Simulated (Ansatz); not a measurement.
Computed with Ansatz on PBE0-D4/def2-TZVP structures; ΔE is electronic, products minus reactants. CCSD(T)/CBS adds triple-zeta CCSD(T) − MP2 to the extrapolated MP2 energy (def2 sets, frozen cores). This one scheme is used for every species. DFT in def2-TZVPP. Elements past krypton have def2 core potentials. For Te outer-core shells are correlated without core-valence functions, which leaves a few kJ/mol of doubt a bond. One conformer a species, not always the lowest.

`C[SiH2][Te]B(O)O` + H₂ → `OB(O)[Te][SiH3]` + CH₄  (hydrogenolysis of the Si–C bond)

**Question.** Is it downhill or uphill in electronic energy at CCSD(T)/CBS, and by how much? (An estimate is asked.)

**Answer.** Computed: Downhill: ΔE = -0.22 eV.

**Question.** What do these levels give: PBE0-D4, PBE, MP2/def2-TZVPP, SCS-MP2/def2-TZVPP, HF/def2-QZVPP, MP2/def2-QZVPP? (Best estimate.)

**Answer.** Ansatz gave: PBE0-D4 -0.26, PBE -0.31, MP2/def2-TZVPP -0.18, SCS-MP2/def2-TZVPP -0.24, HF/def2-QZVPP -0.42, MP2/def2-QZVPP -0.16 eV.

Largest T1 diagnostic among the species: 0.012.

The D4 term adds +0.09 eV with B3LYP and +0.05 eV with PBE0; it sums over pairs of atoms, weighted by their polarisabilities, and B3LYP, whose exchange is more repulsive, gets the larger term. In def2-TZVPP, CCSD(T) changes the Hartree–Fock value by +0.18 eV (the triples alone add +0.03 eV) and MP2 by +0.25 eV.

B3LYP here is the variant with VWN-RPA as its local correlation; programs differ in this.
